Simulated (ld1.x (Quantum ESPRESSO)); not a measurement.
# Configuration tests for Zr (TM)

ld1.x (Quantum ESPRESSO) 7.5 input, shortened:

```
&input
   title='Zr', zed=40., rel=1, dft='PZ', iswitch=3,
   config='[Kr] 4d2 5s1 5p0'
 /
 &inputp
   pseudotype=2, tm=.true., lloc=2,
   nlcc=.false.
 /
3
5S  1  0   1.00   0.00  2.25  2.25  0.0
5P  2  1   0.00   0.00  2.80  2.80  0.0
4D  3  2   2.00   0.00  2.90  2.90  0.0
 &test
   configts(1)='4d2 5s1 5p0'
 /
```

Energies are relative to the spin-unpolarised reference configuration 4d2 5s1 5p0; without spin polarisation the order of configurations can differ from experiment. Spin-polarised rows fill each open shell by Hund’s rule, majority spin first. Not all tests gave a result: 1 of 9 tests not solved or not reliable. Left out of the table: 4d2 5s1 5p1 (solver errors, printed error -2.2 eV).

| valence configuration | charge | ΔE all-electron (eV) | error AE − PS (meV) |
| --- | --- | --- | --- |
| 4d2 5s2 5p0 | 0 | -7.352 | +17 |
| 4d2 5s0 5p0 | +2 | 13.241 | +49 |
| 4d1 5s0 5p0 | +3 | 36.062 | +235 |
| 4d2.5 5s1.5 5p0 | 0 | -6.826 | +0.2 |
| 4d2 5s0 5p1 | +1 | 3.812 | +6.9 |
| 4d2 5s1 5p0 (spin-polarised) | +1 | -1.081 | +1184 |
| 4d2 5s2 5p0 (spin-polarised) | 0 | -7.835 | +797 |

What are ΔE and the potential's error for 4d1 5s2 5p0?

ΔE = 0.470 eV all-electron; the error (AE − PS) is +98 meV.

These tests converged, but a pseudo level misses the all-electron one widely, so the file describes the atom poorly there or has found another state: 4d1 5s0 5p0: empty 5p by 5.7 eV.

Note: ghost states, extra bound levels that the all-electron valence spectrum of the same l lacks: s at -31.7 eV, p at -8.0 eV. A true bound ghost makes a file unfit for plane-wave use.
